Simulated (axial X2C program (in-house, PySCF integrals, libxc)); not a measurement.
# MgBa: from the spin-free to the two-component result

Calculated with an in-house relativistic program for diatomic molecules. Spin-free means the one-electron spin-free X2C Hamiltonian; two-component (2c) means X2C with spin–orbit coupling and atomic mean-field two-electron Coulomb and Gaunt terms, so the difference of the two also holds small scalar two-electron terms. Basis: Ba dyall-cv3z [14s14p9d5f1g], Mg dyall-cv3z [9s8p6d3f] (cores contracted in-house); Gaussian nuclei, density fitting, unrestricted open shells. Masses: Ba 137.905 u, Mg 23.985 u.

Spin-free state: M_S = 0, Λ = 0 (closed shell); fragments Ba + Mg.

| level | Re (Å) | ωe (cm⁻¹) | De (eV) | μ (D) |
| --- | --- | --- | --- | --- |
| PBE0 | 4.227 | 69.3 | 0.156 | -0.21 |
| MP2 | 4.558 | 43.5 | 0.073 | n/a |
| PBE50 | 4.319 | 62.8 | 0.127 | -0.07 |

Correlated methods: 12 electrons correlated (number of frozen shells: Ba 4 s, 3 p, 2 d; Mg 2 s, 1 p), 340 virtual spin orbitals or spinors in MP2.

Dipoles are positive if Mg is the positive end.

Two-component determinant lowest at the distance of the search:

Ω = 0 (closed shell); fragments Ba + Mg.

```json
{"level": "PBE0", "Re (Å)": "4.226", "ωe (cm⁻¹)": "69.4", "De (eV)": "0.156", "μ (D)": "-0.21"}
{"level": "MP2", "Re (Å)": "4.558", "ωe (cm⁻¹)": "43.5", "De (eV)": "0.073", "μ (D)": "n/a"}
{"level": "PBE50", "Re (Å)": "4.318", "ωe (cm⁻¹)": "62.8", "De (eV)": "0.127", "μ (D)": "-0.06"}
```

Problem. From the two tables, how do the constants change at the MP2 level (2c against spin-free)?

Solution. At the MP2 level Re is unchanged within 0.001 Å and ωe stays the same within 0.2 cm⁻¹; De changes by 0.000 eV.

The state is a single determinant with fixed occupations, the lowest that a limited PBE0 search found. Dissociation energies refer to the lowest single-determinant-based atoms at the same level and basis.
